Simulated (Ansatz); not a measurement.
Ansatz (an electronic-structure program) job for C3H2O, SMILES C=C=C=O, ωB97X-V/def2-SVPD. The structure is a stationary point at r2SCAN-D4/def2-SVP.

Ansatz 0.2 input:
```yaml
crystal:
  periodic: [false, false, false]
  atoms:
    - {symbol: C, position_ang: [-0.10186656, 1.84054403, -0.00000000]}
    - {symbol: C, position_ang: [0.28038053, 0.56570294, 0.00000000]}
    - {symbol: C, position_ang: [-0.00541261, -0.70450274, -0.00000000]}
    - {symbol: O, position_ang: [-0.06387898, -1.87697673, 0.00000000]}
    - {symbol: H, position_ang: [0.63212612, 2.65871815, 0.00000000]}
    - {symbol: H, position_ang: [-1.15970240, 2.14663040, 0.00000001]}
basis:
  gaussian:
    orbitals: def2-SVPD
hamiltonian:
  xc: {name: wB97X-V}
```

Program output:

```
WARN ansatz: RAYON_NUM_THREADS=1 ignored (pool sized by the plan → 1); use --threads N
Functional definition: wB97X-V
integrals: 0.04 GiB planned
820 factors; their error is unknown
integrals: 0.07 GiB planned
308 factors; integrals over basis functions are off by at most 2.2e-5 eV
mean field: 0.39 GiB planned
mean field evaluation 1: about -5180.0571 eV, gradient 3.6e1 eV
mean field evaluation 2: about -5179.5454 eV, gradient 4.3e1 eV
mean field evaluation 4: about -5182.5711 eV, gradient 2.2e0 eV
mean field evaluation 8: about -5182.5879 eV, gradient 7.4e-2 eV
mean field evaluation 16: about -5182.5656 eV, gradient 8.9e-5 eV
mean field -5182.56562649 eV, -190.4557739042 hartree, gradient 8.9e-5 eV, S^2 0.000000; 0 other end points of the search recorded, 0 dependent functions left out
reference -5182.56562438 eV, -190.4557738267 hartree; 14, 14 occupied and 85, 85 virtual orbitals, 820 factors
Total energy: -5182.56562438 eV, -190.4557738267 hartree
```

Self-consistency was reached.
